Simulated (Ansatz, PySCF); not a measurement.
C3H9NSi2, SMILES [SiH2]([SiH3])[C@H](C#C)N. Atoms are numbered in the order given.

```xyz
15

C     -2.1408    -0.8740     1.2978
C     -1.6696    -0.2797     0.3515
C     -1.0088     0.3800    -0.7699
N     -1.6605     0.0744    -2.0545
Si     0.8675    -0.0825    -0.7134
Si     1.8170     0.3459     1.3956
H     -2.5771    -1.3852     2.1346
H     -1.0742     1.4721    -0.6100
H     -1.1649     0.5430    -2.8134
H     -1.6062    -0.9273    -2.2435
H      1.5564     0.7089    -1.7813
H      0.9824    -1.5287    -1.0691
H      1.3253    -0.6415     2.3983
H      3.3077     0.2689     1.3324
H      1.4337     1.7199     1.8395
```

Geometry: B3LYP-D3(BJ)/def2-SVP. The structure was generated by enumeration; whether it is a known compound was not checked. Other conformers were not sampled.

Two levels are set side by side: PBE-D3(BJ)/def2-SVP (Ansatz, a program for electronic structure) and B3LYP-D3(BJ)/def2-SVP (Ansatz). Each level has its own optimised geometry; the coordinates shown are those of the second. Frequencies come from the Hessian of PySCF at each geometry. Differences are taken from unrounded values.

```
quantity                            B3LYP-D3(BJ)  PBE-D3(BJ)  PBE-D3(BJ) minus B3LYP-D3(BJ)
----------------------------------  ------------  ----------  -----------------------------
mean bond length (Å)                       1.437       1.446                          0.009
bond C1–C2 (Å)                             1.213       1.225                          0.012
bond C2–C3 (Å)                             1.459       1.458                         -0.001
bond C3–N4 (Å)                             1.472       1.474                          0.001
bond C3–Si5 (Å)                            1.933       1.946                          0.012
bond Si5–Si6 (Å)                           2.352       2.355                          0.003
bond C1–H7 (Å)                             1.073       1.081                          0.007
bond C3–H8 (Å)                             1.106       1.114                          0.008
bond N4–H9 (Å)                             1.020       1.029                          0.008
bond N4–H10 (Å)                            1.021       1.029                          0.008
bond Si5–H11 (Å)                           1.497       1.511                          0.014
bond Si5–H12 (Å)                           1.494       1.507                          0.013
bond Si6–H13 (Å)                           1.491       1.504                          0.013
bond Si6–H14 (Å)                           1.494       1.507                          0.013
bond Si6–H15 (Å)                           1.494       1.507                          0.013
highest harmonic wavenumber (cm⁻¹)          3569        3487                            -81
mean harmonic wavenumber (cm⁻¹)             1187        1150                            -37
zero-point energy (kcal/mol)               66.16       64.10                          -2.06
```

GGA bonds tend to be longer and softer than those of functionals with exact exchange. Differences between two approximate levels are no errors against the true value.
